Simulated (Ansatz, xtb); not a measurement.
**Relative energy of two structures of C2H7AlBBr**

We compare I, `B[CH2][Al]([CH3])[Br]`, a singlet, with II, a singlet given by its coordinates. Both are isolated molecules in the gas phase, relaxed with B3LYP-D3(BJ)/def2-SVP; the shapes shown needn't be the lowest conformers.

I (Å):

```json
{"atom": "C", "x (Å)": "-1.3643", "y (Å)": "0.1963", "z (Å)": "0.6058"}
{"atom": "C", "x (Å)": "2.0318", "y (Å)": "-0.1036", "z (Å)": "1.2415"}
{"atom": "Al", "x (Å)": "0.5134", "y (Å)": "-0.0481", "z (Å)": "0.0291"}
{"atom": "B", "x (Å)": "-1.7925", "y (Å)": "-1.2098", "z (Å)": "0.9961"}
{"atom": "Br", "x (Å)": "0.8933", "y (Å)": "-0.1547", "z (Å)": "-2.2115"}
{"atom": "H", "x (Å)": "-1.5269", "y (Å)": "-1.6544", "z (Å)": "2.0909"}
{"atom": "H", "x (Å)": "-2.3141", "y (Å)": "-1.9457", "z (Å)": "0.1908"}
{"atom": "H", "x (Å)": "-1.2256", "y (Å)": "0.9064", "z (Å)": "1.4403"}
{"atom": "H", "x (Å)": "-1.8636", "y (Å)": "0.6493", "z (Å)": "-0.2640"}
{"atom": "H", "x (Å)": "2.6796", "y (Å)": "-0.9678", "z (Å)": "1.0162"}
{"atom": "H", "x (Å)": "2.6581", "y (Å)": "0.7979", "z (Å)": "1.1256"}
{"atom": "H", "x (Å)": "1.7202", "y (Å)": "-0.1698", "z (Å)": "2.2962"}
```

II (Å):

```xyz
12

C     0.8510   -0.3543    2.2255
C     2.2232   -0.9266   -0.8175
Al    1.4270    0.3666    0.4110
B     1.0657    0.7401    3.2224
Br   -0.9197   -0.4105    1.2066
H     2.0751    0.6599    3.8861
H     0.3631    1.7140    3.2997
H     1.1631   -1.3957    2.3475
H     1.3944    1.9305    0.2074
H     3.3255   -0.8966   -0.7530
H     1.9056   -1.9587   -0.5975
H     1.9578   -0.7042   -1.8647
```

Close contacts (Å): C1–Al3 2.04, C1–B4 1.50, C1–Br5 2.04, C2–Al3 1.95, Al3–Br5 2.60, C1–H8 1.09, C2–H10 1.10, C2–H11 1.10, C2–H12 1.10, Al3–H9 1.58, B4–H6 1.21, B4–H7 1.20.

Task: Estimate which is lower in electronic energy at CCSD(T)/def2-SVP + ΔMP2/def2-TZVPP, and by roughly how much.

Result: The CCSD(T)/def2-SVP + ΔMP2/def2-TZVPP calculation puts structure I lower, by 48.8 kcal/mol.

The same difference at several levels:

```csv
level,geometry,E(II) − E(I) (kcal/mol),departure from the last row (kcal/mol),"job, with rough time for the two"
GFN2-xTB,GFN2-xTB,+35.6,−13.1,"optimisation, 0.72 s"
HF/STO-3G,GFN2-xTB,+53.7,+4.9,"single point, 1.5 s"
r2SCAN-D4/def2-SVP,GFN2-xTB,+50.8,+2.1,"single point, 9.6 s"
B3LYP-D3(BJ)/def2-SVP,B3LYP-D3(BJ)/def2-SVP,+48.7,0.0,"optimisation, 3.5 min"
HF/def2-SVP,B3LYP-D3(BJ)/def2-SVP,+56.1,+7.3,part of the CCSD(T) run
MP2/def2-SVP,B3LYP-D3(BJ)/def2-SVP,+57.9,+9.1,part of the CCSD(T) run
CCSD(T)/def2-SVP,B3LYP-D3(BJ)/def2-SVP,+55.3,+6.6,single point
CCSD(T)/def2-SVP + ΔMP2/def2-TZVPP,B3LYP-D3(BJ)/def2-SVP,+48.8,,"single point, 2.2 min"
```

None of the levels shown reverses the order. The largest departure from CCSD(T)/def2-SVP + ΔMP2/def2-TZVPP is that of GFN2-xTB, 13.1 kcal/mol. The last row adds to CCSD(T) the change of the MP2 difference between the two basis sets, here −6.6 kcal/mol, a large step that makes the value less sure.

With thermal terms from frequencies at re-optimised GFN2-xTB minima (ideal gas, soft modes damped towards free rotors, one conformer each, 298.15 K, 1 atm): the zero-point term adds −2.4 kcal/mol; ΔH is +46.2 and ΔG +47.2 kcal/mol.

The correlated steps freeze 17 core orbitals; the filled d shell of Br is correlated, in a basis made for valence electrons. Programs: Ansatz 0.2.0, xtb 6.7.1; the last row on 2 threads of AMD EPYC (Zen 3) on a shared host.
